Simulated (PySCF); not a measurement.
# Correlation energy of Br (bromine, neutral)

[Ar] 3d10 4s2 4p5, 2P determinant. All numbers are calculated (PySCF 2.14, scalar relativity through the core potential, in cc-pVDZ-PP with ECP10MDF). Frozen: 3s2 3p6 3d10; 7 electrons correlated.

MP2 pair energies summed by pair of shells (mhartree):

```
 pair  energy  share (%)
4p-4p  -60.84       65.6
4s-4p  -26.20       28.3
4s-4s   -5.63        6.1
```

Total MP2 correlation energy: -92.67 mhartree.

Same-spin part -23.73 and opposite-spin part -68.94 mhartree; SCS-MP2 scales them by 1/3 and 6/5 to -90.64 mhartree.

| level | correlation energy (mhartree) |
| --- | --- |
| CCSD | -106.60 |
| (T) | -0.91 |
| CCSD(T) | -107.51 |

Diagnostics: T1 = 0.0050, D1 = 0.0169, largest double amplitude 0.049.

Is a single reference adequate?

Yes, within this model without spin-orbit coupling: T1 lies below 0.03 and no double amplitude reaches 0.07.
